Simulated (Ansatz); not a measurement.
A made-up structure of CHBI, doublet:

| atom | x (Å) | y (Å) | z (Å) |
| --- | --- | --- | --- |
| C1 | -0.5630 | 0.6043 | -0.3961 |
| B2 | 0.2658 | -0.2854 | 0.1865 |
| I3 | 1.5177 | -1.6293 | 1.0661 |
| H4 | 0.4828 | -0.5132 | 1.2926 |

It is relaxed with PBE-D4/def2-SVP and then PBE0-D4/def2-TZVP (Ansatz 0.2.0). Atoms count as bonded within 1.22 times the sum of their covalent radii (H–H: 0.88 Å). The end point is not checked to be a true minimum.

(1) Does its bonding change? (A judgement: the text doesn't fix the answer.)

Results:

(1) The calculation gives: Yes. Formed: C1–H4; broken: B2–H4, I3–H4.

Where it ends: The first stage lowers the energy by 5.59 eV in 17 steps. It ends as CHBI ([CH][B][I]):
C1  (-0.186, 0.216, 0.650)
B2  (0.715, -0.773, 0.483)
I3  (2.079, -2.263, 0.228)
H4  (-0.905, 0.996, 0.787)
(Å)

Labels in which every atom is bracketed show which atoms are joined, not bond orders.

For scale, one of the runs: PBE0-D4/def2-TZVP relaxation, 118 basis functions, launched by `ansatz run in.yaml --threads 2 --pin off --events-out ev --progress --plain --max-ram 4352MiB`. Hardware: 2 CPU threads of an Intel Xeon 6975P-C, shared host. Wall time about 100 s.
